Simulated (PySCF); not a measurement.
Compound: C₄H₁₁B.
Structure used (PBE0-D3(BJ)/def2-SVP), in Å, numbered top down from 1:
```xyz
16
C4H11B angstrom
B     -1.1859    1.2934    0.6613
C     -0.2860    0.1755    0.0403
C     -1.3762   -0.5158   -0.8173
C      0.8241    0.6963   -0.8717
C      0.2687   -0.8213    1.0577
H     -1.8139    1.0815    1.6760
H     -1.3537    2.3426    0.0780
H     -0.9228   -1.3649   -1.3586
H     -2.1984   -0.9216   -0.2056
H     -1.8077    0.1598   -1.5737
H      1.5985    1.2279   -0.2959
H      0.4333    1.3970   -1.6257
H      1.3220   -0.1321   -1.4053
H      0.7639   -1.6697    0.5541
H     -0.5275   -1.2279    1.7004
H      1.0148   -0.3477    1.7153
```

Theory: core-valence-separated Tamm–Dancoff BHandHLYP/aug-pcX-1 (pcseg-1 on H) in PySCF, non-relativistic, gas phase, PBE0-D3(BJ)/def2-SVP geometry. No shift to experiment was applied.

The lowest roots of each edge with f over 0.003 (five at most, numbered afresh; weaker and dark ones are left out), with transition dipoles (au) in the frame of the coordinates:

```
root  edge  E (eV)       f       μx       μy       μz
   1     C  284.52  0.0031   0.0062   0.0151   0.0135
   2     C  284.68  0.0052  -0.0128  -0.0195  -0.0144
   3     C  285.28  0.0101   0.0312   0.0001  -0.0217
   4     C  285.28  0.0138  -0.0059   0.0329  -0.0293
   5     C  285.64  0.0161   0.0280   0.0263   0.0287
   6     B  185.38  0.0909   0.1029   0.0596   0.0767
   7     B  190.85  0.0078  -0.0244   0.0289   0.0158
   8     B  191.33  0.0211  -0.0148  -0.0405   0.0514
   9     B  191.69  0.0059   0.0259   0.0147   0.0190
  10     B  192.23  0.0078  -0.0277   0.0264   0.0140
```

Q: Molecules are fixed in this frame and the field points along y. What effective strengths 3 f cos²θ do the roots have (θ between field and μ)?

A: root 1 (C3): 0.005, root 2 (C4/C5): 0.008, root 3 (C4/C5): 0.000, root 4 (C4/C5): 0.023, root 5 (C3): 0.015, root 6 (B1): 0.048, root 7 (B1): 0.012, root 8 (B1): 0.023, root 9 (B1): 0.003, root 10 (B1): 0.010. Root 6 is the strongest. Averaged over all orientations cos²θ is 1/3, which gives f back. For degenerate partners only the sum has meaning, as the program may mix them freely.

